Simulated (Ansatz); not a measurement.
Reactions of CH₉AlBNSi (`C[SiH2]B[NH][AlH2]`).

Isolated molecules relaxed with PBE0-D4/def2-TZVP in Ansatz; ΔE leaves out vibrations. CCSD(T)/CBS is the MP2 limit (def2-TZVPP, def2-QZVPP) plus CCSD(T) − MP2 in def2-TZVPP, frozen cores. This one scheme is used for every species. Functionals use def2-TZVPP. Elements past krypton have def2 core potentials. For Te outer-core shells are correlated without core-valence functions, which leaves a few kJ/mol of doubt a bond. Each species was taken in one conformer, which may not be the lowest.

```
                                                                        reaction  PBE0-D4 (eV)  MP2/CBS(def2) (eV)  HF/CBS(def2) (eV)  ωB97M-V (eV)  CCSD(T)/CBS(def2) (eV)
      `C[SiH2]B[NH][AlH2]` + `[SiH3][TeH]` → `C[SiH2][Te][SiH3]` + `B[NH][AlH2]`         -1.00               -1.23              -1.08         -1.03                   -1.06
             `C[SiH2]B[NH][AlH2]` + `C=C(F)F` → `FC(F)=[CH][AlH2]` + `C[SiH2]BN`          0.38                0.43               0.45          0.40                    0.45
                  `C[SiH2]B[NH][AlH2]` + `C#CS` → `C#CSB[SiH2]C` + `[NH2][AlH2]`          0.28                0.14               1.20          0.45                    0.42
`C[SiH2]B[NH][AlH2]` + `[BH2][AlH][OH]` → `[BH2][AlH][O][SiH2]C` + `B[NH][AlH2]`         -1.36               -1.57              -1.90         -1.53                   -1.50
```

Largest T1 diagnostic: 0.013, for `C#CSB[SiH2]C`.
